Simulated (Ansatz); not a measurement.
Cost and result for the atomization energy of CH8BClSi2 (`C[SiH](Cl)B[SiH3]`) (13 atoms, 12 bonds).

```
atom    x (Å)    y (Å)    z (Å)
  C1   0.0678  -2.1126  -1.1121
 Si2  -0.1503  -0.2582  -1.0766
 Cl3  -2.1859   0.1428  -1.0177
  B4   0.8123   0.6388   0.4341
 Si5  -0.0966   1.8800   1.7179
  H6  -0.3148  -2.5684  -0.1967
  H7   1.1274  -2.3629  -1.2079
  H8  -0.4713  -2.5412  -1.9594
  H9   0.3555   0.3445  -2.3448
 H10   1.9739   0.3686   0.5587
 H11  -0.8956   0.9865   2.6115
 H12  -1.0422   2.7955   1.0242
 H13   0.8198   2.6869   2.5688
```

The species carries charge 0 and has multiplicity 1. The geometry is a stationary point of PBE0-D4/def2-TZVP. It is one conformer, not always the lowest. Program: Ansatz. All runs use 4 threads of an Arm Neoverse V1 on a shared host. Times are those of one run each, without the atoms' runs, and a repeat can differ threefold. Electronic energies, without spin–orbit coupling; frozen cores. CCSD(T)/CBS adds CCSD(T) − MP2 in def2-TZVPP to the MP2 limit, and its time is that of the two runs behind it. T1 = 0.012. B3LYP takes the VWN-RPA correlation (the form of Gaussian; ORCA's B3LYP/G). HSE06 is the plane-wave form, built on full-range PBE exchange.

CCSD(T)/CBS is a level of theory with its own doubt, some kJ/mol a heavy atom from the limit and from the frozen cores, so smaller differences don't rank the functionals.

```
                            level  functions  wall time
             revPBE-D4/def2-TZVPP        300        3 s
               BLYP-D4/def2-TZVPP        300      3.4 s
  PBE-D4/def2-TZVPP (with forces)        300      3.7 s
               PBE0-D4/def2-TZVPP        300        5 s
              HSE06-D4/def2-TZVPP        300      5.5 s
              BHLYP-D4/def2-TZVPP        300      5.5 s
                 CCSD(T)/def2-SVP        122        7 s
B3LYP-D4/def2-TZVPP (with forces)        300      7.5 s
                B2PLYP/def2-TZVPP        300      8.5 s
               ωB97X-V/def2-TZVPP        300       12 s
                   MP2/def2-QZVPP        564       37 s
               CCSD(T)/def2-TZVPP        300      5 min
                CCSD(T)/CBS(def2)          –    5.6 min
```

Q: What atomization energy does each give, and how far from CCSD(T)/CBS? (Best estimate.)

A: The calculation gave: 
| level | atomization (kJ/mol) | difference from CCSD(T)/CBS | per bond |
| --- | --- | --- | --- |
| revPBE-D4/def2-TZVPP | 4202.5 | -55.5 | -4.6 |
| BLYP-D4/def2-TZVPP | 4213.8 | -44.2 | -3.7 |
| PBE-D4/def2-TZVPP (with forces) | 4272.3 | 14.3 | 1.2 |
| PBE0-D4/def2-TZVPP | 4257.5 | -0.5 | 0.0 |
| HSE06-D4/def2-TZVPP | 4259.3 | 1.3 | 0.1 |
| BHLYP-D4/def2-TZVPP | 4214.4 | -43.6 | -3.6 |
| CCSD(T)/def2-SVP | 4012.2 | -245.8 | -20.5 |
| B3LYP-D4/def2-TZVPP (with forces) | 4261.8 | 3.8 | 0.3 |
| B2PLYP/def2-TZVPP | 4204.1 | -53.9 | -4.5 |
| ωB97X-V/def2-TZVPP | 4293.5 | 35.5 | 3.0 |
| MP2/def2-QZVPP | 4228.5 | -29.5 | -2.5 |
| CCSD(T)/def2-TZVPP | 4156.0 | -102.0 | -8.5 |
| CCSD(T)/CBS(def2) | 4258.0 | 0.0 | 0.0 |

Leaving LDA and LC-ωPBE aside and taking each functional with its dispersion term where it has one, the values, not all of them listed here, spread over 102.4 kJ/mol, from revPBE-D4 to B97M-V. LDA lies +498.0 kJ/mol from PBE without D4, its usual overbinding. From PBE to PBE0 (25 % exact exchange), in def2-TZVPP and without D4, the atomization energy moves by −10.4 kJ/mol: exact exchange takes away binding that semilocal exchange gives to molecules. In def2-TZVPP, CCSD(T) changes the Hartree–Fock value by +856.7 kJ/mol (the triples alone add +43.1 kJ/mol) and MP2 by +869.0 kJ/mol; breaking electron pairs costs correlation energy, which Hartree–Fock lacks.
